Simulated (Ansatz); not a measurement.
Consider the ligand exchange at the Si–C bond: `C[Si](C)(S)Cl` + H–F → `C[Si](F)(S)Cl` + CH₄.

Calculated with Ansatz (gas phase, PBE0-D4/def2-TZVP geometries, no zero-point term in ΔE). CBS: MP2 limit from def2 TZ/QZ plus the TZ coupled-cluster correction, frozen cores. This one scheme is used for every species. Functionals use def2-TZVPP. One conformer a species, not always the lowest.

CCSD(T)/CBS gives -33.3 kcal/mol.

**Question.** Another level gave -34.3 kcal/mol. Which?
A. CCSD/def2-TZVPP
B. PBE-QIDH/def2-TZVPP
C. r2SCAN-D4/def2-TZVPP
D. PBE-D4/def2-TZVPP

**Answer.** A. CCSD/def2-TZVPP -34.3, PBE-QIDH -33.3, r2SCAN-D4 -35.5, PBE-D4 -32.2 kcal/mol.

Largest T1 diagnostic among the species: 0.011.

In def2-TZVPP, CCSD(T) changes the Hartree–Fock value by +5.6 kcal/mol (the triples alone add +0.7 kcal/mol) and MP2 by +6.3 kcal/mol. Leaving LDA and LC-ωPBE aside and taking each functional with its dispersion term where it has one, the values, not all of them listed here, spread over 6.0 kcal/mol, from B97M-V to revPBE-D4. LDA lies +1.0 kcal/mol from PBE without D4.
